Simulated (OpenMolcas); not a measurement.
An atom or ion with 4 electrons was computed by SS-CASPT2, IPEA 0.25 Eh, imaginary shift 0.1 Eh with spin-orbit coupling (OpenMolcas, ANO-RCC-VQZP, DKH2). The lowest levels that the run gave, each within 12 % of the measured value where one is at hand:

| J | Parity | E (cm-1) | g |
| --- | --- | --- | --- |
| 0 | even | 0.0 |  |
| 0 | odd | 22224 |  |
| 1 | odd | 22225 | 1.501 |
| 2 | odd | 22227 | 1.501 |
| 1 | odd | 44996 | 1.000 |
| 0 | even | 60123 |  |
| 1 | even | 60124 | 1.501 |
| 2 | even | 60126 | 1.501 |
| 2 | even | 62326 | 1.000 |

Question: Which ion is it, and what are the configurations and terms?

Answer: Be I (Z = 4, neutral; active space 2 electrons in 8 orbitals (2s 2p 3s 3p)). J, parity and g give the terms where levels are pure, and mixed ones are named by the computed weights; the size of the splittings, set against known spectra of the 4-electron sequence, gives the charge. In order, with the measured energies in cm-1 (NIST Handbook of Basic Atomic Spectroscopic Data): 2s2 1S0, 2s 2p 3P* 0 (21978), 2s 2p 3P* 1 (21979), 2s 2p 3P* 2 (21981), 2s 2p 1P* 1 (42565), 2p2 3P0 (59694), 2p2 3P1 (59695), 2p2 3P2 (59697), 2p2 1D2 (56882).

Active for correlation alone: 3p 3s; no level in the range computed is led by a configuration that fills them, so any true level of that kind is missing. Computed and measured levels are paired by configuration, term and J; levels that our copy of the source lacks, or whose pairing is in doubt (as where it misses far off the trend of its configuration), stay unpaired and out of the deviations. Levels of configurations outside the active space are missing.

* marks odd parity.
